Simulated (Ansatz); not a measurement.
Consider the redistribution: `C#[C][SnH2][O]C` + `C[N]=[W](=[O])([F])[Cl]` → `C#[C][SnH2][Cl]` + `C[N]=[W](=[O])([F])[O]C`.

Isolated molecules relaxed with PBE0-D4/def2-TZVP in Ansatz; ΔE leaves out vibrations. CCSD(T)/CBS is the MP2 limit (def2-TZVPP, def2-QZVPP) plus CCSD(T) − MP2 in def2-TZVPP, frozen cores. Functionals use def2-TZVPP. HSE06 is defined as in plane-wave codes. def2 core potentials past Kr. For Sn, W outer-core shells are correlated without core-valence functions, which leaves a few kJ/mol of doubt a bond. One conformer a species, not always the lowest.

```
             level  ΔE (kcal/mol)  difference from CCSD(T)/CBS
       LDA (SPW92)          -13.8                         -1.5
            PBE-D4          -13.0                         -0.7
         revPBE-D4          -12.6                         -0.3
           BLYP-D4          -13.4                         -1.1
            B97M-V          -13.2                         -0.9
           PBE0-D4          -13.9                         -1.6
        r2SCAN0-D4          -14.2                         -1.9
          HSE06-D4          -13.9                         -1.6
          BHLYP-D4          -15.3                         -3.0
               PBE          -13.2                         -0.9
           r2SCANh          -13.8                         -1.5
             HSE06          -14.0                         -1.7
         CAM-B3LYP          -15.1                         -2.8
RPA@PBE/def2-TZVPP          -12.3                          0.0
     CCSD/def2-SVP          -15.6                         -3.3
SCS-MP2/def2-TZVPP          -11.0                          1.3
       CCSD(T)/CBS          -12.3                            0
```

Largest T1 diagnostic among the species: 0.020, so the coupled-cluster value is less sure than usual.

In def2-TZVPP, CCSD(T) changes the Hartree–Fock value by +4.4 kcal/mol (the triples alone add +0.9 kcal/mol) and MP2 by +6.9 kcal/mol. At CCSD(T), def2-SVP lies −2.8 kcal/mol from the extrapolated value and def2-TZVPP −0.4 kcal/mol.

CCSD(T)/CBS has its own doubt, a few kJ/mol and more with outer-core shells, so smaller differences from it don't rank the levels.
